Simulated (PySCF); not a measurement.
A geometry optimisation, step by step.

Compound: C3H8BN.
Atom-mapped SMILES: `[CH2:1]=[CH:2][BH:3][NH:4][CH3:5]` (hydrogens: H6, H7 on C1; H8 on C2; H9 on B3; H10 on N4; H11, H12, H13 on C5)

Method: PBE0-D3(BJ)/def2-SVP geometry optimisation, gas phase in PySCF 2.14.0; density fitting, grid level 1; the optimiser is geomeTRIC in internal coordinates, started from a GFN2-xTB structure with every atom displaced at random (about 0.01 Å). The frame can shift and turn from step to step; on so coarse a grid that alone can change the energy by a few meV, and forces under 0.02 eV/Å are noise.

Step 0: E = -5397.5509 eV, largest atomic force 3.688 eV/Å
```
atom  x, y, z in Å  |  force x, y, z in eV/Å
C1      2.317   -0.520   -0.369   -1.870   1.444   0.490
C2      1.633    0.493    0.214    0.559  -0.228  -0.119
B3      0.089    0.793    0.062    2.395   0.530   0.452
N4     -0.736   -0.234   -0.194   -3.398  -1.235  -0.729
C5     -2.202   -0.172   -0.372    1.046   0.277   0.427
H6      3.356   -0.641   -0.260    1.665  -0.248   0.235
H7      1.811   -1.202   -1.023   -0.352  -0.678  -0.564
H8      2.239    1.182    0.825   -0.099  -0.022  -0.035
H9     -0.315    1.890    0.206   -0.433   0.747   0.019
H10    -0.424   -1.184   -0.268    0.559  -0.428   0.027
H11    -2.531    0.866   -0.252   -0.008   0.112  -0.024
H12    -2.710   -0.769    0.398   -0.091  -0.136   0.023
H13    -2.523   -0.518   -1.360    0.026  -0.134  -0.203
```

Step 1: E = -5397.7361 eV, largest atomic force 0.554 eV/Å
```
atom  x, y, z in Å  |  force x, y, z in eV/Å
C1      2.329   -0.348   -0.560    0.444  -0.329   0.039
C2      1.651    0.506    0.214   -0.172   0.125  -0.036
B3      0.102    0.726    0.138   -0.173  -0.126  -0.050
N4     -0.782   -0.325   -0.133    0.233   0.248   0.110
C5     -2.211   -0.236   -0.284   -0.053  -0.082  -0.064
H6      3.429   -0.450   -0.499   -0.340   0.050  -0.092
H7      1.828   -1.013   -1.278    0.022   0.103   0.017
H8      2.240    1.152    0.875    0.002   0.006   0.057
H9     -0.373    1.833    0.298   -0.011  -0.020  -0.007
H10    -0.406   -1.265   -0.204   -0.009  -0.024  -0.034
H11    -2.523    0.811   -0.179    0.006   0.005  -0.003
H12    -2.747   -0.828    0.479    0.019   0.009  -0.031
H13    -2.545   -0.592   -1.278    0.031   0.034   0.095
```

Step 2: E = -5397.7405 eV, largest atomic force 0.200 eV/Å
```
atom  x, y, z in Å  |  force x, y, z in eV/Å
C1      2.296   -0.370   -0.546   -0.007  -0.033  -0.031
C2      1.639    0.514    0.220    0.152   0.126  -0.016
B3      0.099    0.773    0.141   -0.021  -0.194  -0.044
N4     -0.759   -0.292   -0.131   -0.074   0.066   0.043
C5     -2.189   -0.253   -0.289   -0.012   0.024  -0.009
H6      3.384   -0.508   -0.518   -0.054   0.045   0.069
H7      1.767   -0.996   -1.274   -0.014   0.003  -0.019
H8      2.242    1.141    0.890    0.021  -0.012   0.013
H9     -0.377    1.880    0.297    0.000  -0.038  -0.004
H10    -0.358   -1.222   -0.207    0.015   0.007  -0.002
H11    -2.538    0.783   -0.181   -0.012   0.003   0.000
H12    -2.708   -0.866    0.469    0.006   0.000  -0.001
H13    -2.506   -0.615   -1.282    0.001   0.004   0.000
```

Step 3: E = -5397.7432 eV, largest atomic force 0.131 eV/Å
```
atom  x, y, z in Å  |  force x, y, z in eV/Å
C1      2.323   -0.364   -0.543   -0.080   0.104  -0.004
C2      1.649    0.515    0.214    0.005  -0.083  -0.048
B3      0.102    0.741    0.128   -0.012   0.086   0.024
N4     -0.774   -0.309   -0.135    0.039  -0.076   0.008
C5     -2.204   -0.244   -0.283    0.009   0.034   0.011
H6      3.410   -0.474   -0.497    0.087  -0.016   0.025
H7      1.815   -0.993   -1.284   -0.022  -0.028   0.010
H8      2.237    1.149    0.891   -0.017  -0.020  -0.006
H9     -0.379    1.845    0.283   -0.004   0.026   0.004
H10    -0.389   -1.245   -0.216   -0.003  -0.010  -0.005
H11    -2.535    0.797   -0.172    0.003  -0.002   0.004
H12    -2.727   -0.849    0.477    0.001  -0.006   0.009
H13    -2.534   -0.599   -1.274   -0.006  -0.010  -0.032
```

Step 4: E = -5397.7438 eV, largest atomic force 0.051 eV/Å
```
atom  x, y, z in Å  |  force x, y, z in eV/Å
C1      2.321   -0.361   -0.547    0.013  -0.001   0.012
C2      1.643    0.515    0.208   -0.012   0.016   0.005
B3      0.097    0.744    0.129    0.032  -0.022  -0.015
N4     -0.771   -0.314   -0.136   -0.006   0.045   0.022
C5     -2.201   -0.244   -0.283   -0.017  -0.034  -0.010
H6      3.410   -0.470   -0.487    0.001  -0.014  -0.015
H7      1.817   -1.000   -1.283    0.000   0.009   0.002
H8      2.232    1.147    0.887    0.001   0.004   0.005
H9     -0.386    1.846    0.287    0.000  -0.004   0.001
H10    -0.383   -1.249   -0.219   -0.010   0.009  -0.005
H11    -2.528    0.799   -0.169    0.006  -0.005   0.001
H12    -2.725   -0.849    0.476   -0.004  -0.003  -0.003
H13    -2.532   -0.595   -1.276   -0.003   0.000   0.000
```

Step 5: E = -5397.7441 eV, largest atomic force 0.044 eV/Å
```
atom  x, y, z in Å  |  force x, y, z in eV/Å
C1      2.317   -0.360   -0.546    0.020  -0.039  -0.003
C2      1.645    0.518    0.211    0.001   0.019   0.009
B3      0.099    0.752    0.132   -0.024  -0.005  -0.012
N4     -0.770   -0.305   -0.133    0.003  -0.016   0.010
C5     -2.200   -0.249   -0.286    0.005   0.016  -0.003
H6      3.405   -0.482   -0.492   -0.023   0.013  -0.002
H7      1.803   -0.996   -1.279    0.005   0.008  -0.006
H8      2.237    1.147    0.890    0.001   0.005   0.005
H9     -0.381    1.856    0.290   -0.002  -0.004   0.000
H10    -0.379   -1.238   -0.216    0.007  -0.004  -0.003
H11    -2.538    0.790   -0.172   -0.005   0.003   0.001
H12    -2.721   -0.860    0.472    0.004   0.000  -0.004
H13    -2.524   -0.604   -1.280    0.006   0.005   0.008
```

Step 6: E = -5397.7442 eV, largest atomic force under 0.02 eV/Å
```
atom  x, y, z in Å  |  force x, y, z in eV/Å
C1      2.318   -0.359   -0.545   -0.005   0.004  -0.002
C2      1.645    0.519    0.212    0.003  -0.006  -0.005
B3      0.098    0.748    0.130    0.003   0.006   0.001
N4     -0.769   -0.309   -0.134   -0.001  -0.002   0.008
C5     -2.200   -0.249   -0.285    0.000  -0.001  -0.004
H6      3.406   -0.478   -0.491    0.005   0.004   0.005
H7      1.807   -0.993   -1.280   -0.001  -0.002   0.000
H8      2.234    1.150    0.891   -0.001  -0.003   0.000
H9     -0.385    1.851    0.287   -0.002   0.000   0.000
H10    -0.379   -1.243   -0.217   -0.001   0.000  -0.001
H11    -2.534    0.791   -0.171    0.000  -0.001   0.001
H12    -2.722   -0.858    0.472    0.000  -0.002  -0.001
H13    -2.525   -0.601   -1.279   -0.001   0.000  -0.003
```

Q: Summarise the path.

A: The energy falls by 0.1933 eV from step 0 to step 6; nine tenths of that is first reached at step 1. It falls at every step. The largest force goes from 3.688 to under 0.02 eV/Å. Among the bonds B3–N4 changes most, from 1.343 to 1.393 Å; the atoms move by 0.081 Å rms after alignment.

Q: Follow the three bonds and two angles with the largest change from start to end.

A: 
| step | E above end (eV) | largest force (eV/Å) | B3–N4 (Å) | C1–H6 (Å) | N4–C5 (Å) | B3–N4–H10 (°) | C5–N4–H10 (°) |
| --- | --- | --- | --- | --- | --- | --- | --- |
| 0 | 0.1933 | 3.688 | 1.343 | 1.052 | 1.479 | 123.2 | 109.9 |
| 1 | 0.0081 | 0.554 | 1.400 | 1.106 | 1.439 | 118.3 | 114.7 |
| 2 | 0.0037 | 0.200 | 1.395 | 1.097 | 1.439 | 118.1 | 114.2 |
| 3 | 0.0010 | 0.131 | 1.393 | 1.093 | 1.439 | 118.1 | 114.2 |
| 4 | 0.0003 | 0.051 | 1.393 | 1.096 | 1.439 | 118.5 | 114.6 |
| 5 | 0.0000 | 0.044 | 1.394 | 1.096 | 1.440 | 118.2 | 114.2 |
| 6 | 0.0000 | under 0.02 | 1.393 | 1.096 | 1.440 | 118.3 | 114.3 |

The cost below is that of the whole optimisation. On an Arm Neoverse V2 with one thread, no GPU, shared host with 192 logical CPUs at a one-minute load of 91, this took 26 s of wall time and 0.43 GiB of memory at its peak.
